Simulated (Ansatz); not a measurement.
Z-matrix (Å, degrees):
```
C
C 1 1.511
H 1 1.093 2 111.1
H 1 1.094 2 109.8 3 -119.6
H 1 1.092 2 111.5 3 120.5
Cl 2 1.797 1 110.3 3 -57.6
Sn 2 2.167 1 113.8 3 -178.8
H 2 1.090 1 110.7 3 58.4
H 7 1.705 2 107.6 1 59.7
H 7 1.712 2 108.9 1 -59.3
H 7 1.703 2 109.4 1 -179.6
```

Total charge 0; spin multiplicity 1. Sn takes the def2 core potential.

(1) List the ωB97M-V/def2-TZVPP orbital energies in eV (Ansatz). (An estimate is asked.)

Results:

(1) Computed: Occupied: -2771.76, -283.15, -281.66, -262.12, -199.65, -199.44, -199.44, -142.91, -97.46, -97.46, -97.46, -31.10, -31.09, -31.09, -30.96, -30.95, -26.62, -23.52, -19.73, -17.17, -15.48, -14.64, -13.90, -12.92, -12.00, -11.41, -11.33, -10.79, -9.68. Lowest empty: 1.33, 2.10, 2.33, 2.54, 3.05, 3.22, 3.80, 4.06.
